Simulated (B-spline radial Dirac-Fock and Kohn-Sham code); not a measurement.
ΔSCF core binding energies without Breit or QED terms, calculated with a radial finite-basis atomic code.

A sound run for the Tl⁺ ion, 1s2 2s2 2p6 3s2 3p6 3d10 4s2 4p6 4d10 4f14 5s2 5p6 5d10 6s2: The ground state converged in 11 iterations, with total energy -20274.66086 Ha, virial ratio 1.86406 and highest orbital energy -18.76 eV. ΔSCF binding energies: K (1s) 86013.7 eV, L3 (2p3/2) 12708.7 eV, M5 (3d5/2) 2407.6 eV.

A second run, with one unsound setting: The ground state converged in 11 iterations, with total energy -20274.57183 Ha, virial ratio 1.86407 and highest orbital energy -18.80 eV. ΔSCF binding energies: K (1s) 86013.6 eV, L3 (2p3/2) 12708.7 eV, M5 (3d5/2) 2407.4 eV.

```
iter   energy (Ha)        error
   1   -20273.08246098  2.24e+00
   2   -20273.70431336  2.46e-01
   3   -20274.56999629  2.86e-02
   4   -20274.57147589  1.38e-02
   5   -20274.57180677  1.10e-03
   6   -20274.57182654  3.11e-04
   7   -20274.57182853  7.76e-05
   8   -20274.57182871  5.16e-05
   9   -20274.57182877  8.94e-06
  11   -20274.57182877  1.68e-07
```

Q: Which fault fits the second run best?
A. tolerance below the noise
B. too few quadrature points
C. speed of light below Z
D. damping too heavy

A: B. The input had points = 2: points is too small to integrate the splines.
